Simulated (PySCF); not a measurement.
Computed properties of Cd(Br)(SeH) (BrCdHSe), SMILES [SeH][Cd][Br]

BrCdHSe, SMILES [SeH][Cd][Br]. The structure is a stationary point at r2SCAN-D4/def2-SVP. The def2 effective core potentials stand for the cores of Cd; spin–orbit coupling is left out. The values are those of a single conformer. All values are computed for the isolated molecule unless a solvent is named; none is compared with measurement here.

**Structure.** The optimised structure has Cs symmetry. All 6 harmonic modes at r2SCAN-D4/def2-SVP (PySCF) are real, so it is a minimum. With heavy atoms numbered as in [Cd:1]([Br:2])[SeH:3], the shortest bond between them is Cd1–Br2 at 2.419 Å and the longest Cd1–Se3 at 2.448 Å.

**Vibrations.** The strongest infrared lines (harmonic, unscaled, degenerate partners summed) lie at 308 cm⁻¹ (33 km/mol, Cd 59 %, Br 24 %, Se 17 %), 2425 cm⁻¹ (8 km/mol, H 99 %), 62 cm⁻¹ (4 km/mol, Cd 58 %, Br 21 %, Se 20 %). The softest mode is at 62 cm⁻¹ and the zero-point energy is 5.2 kcal/mol.

**Electronic structure.** PBE0/def2-TZVPD (PySCF) places the frontier levels at -7.28 and -1.97 eV, a gap of 5.31 eV, and gives a dipole moment of 1.35 D and a mean polarisability of 86.8 bohr³. PBE/def2-TZVPD (PySCF) at the same geometry gives -6.18 and -2.79 eV, so its gap is 1.92 eV narrower. An orbital gap is neither the optical nor the fundamental gap.

**Excitations.** TDDFT-PBE0/def2-SVPD (PySCF) has S1 at 3.98 eV (312 nm, f = 0.013, weak); the most intense of the 10 singlets computed lies at 6.50 eV (f = 0.26). T1 (TDA) is at 3.63 eV. TDDFT-PBE/def2-SVPD (PySCF) puts S1 at 3.51 eV. No vertical singlet excitation falls in the visible range (under 3.1 eV).
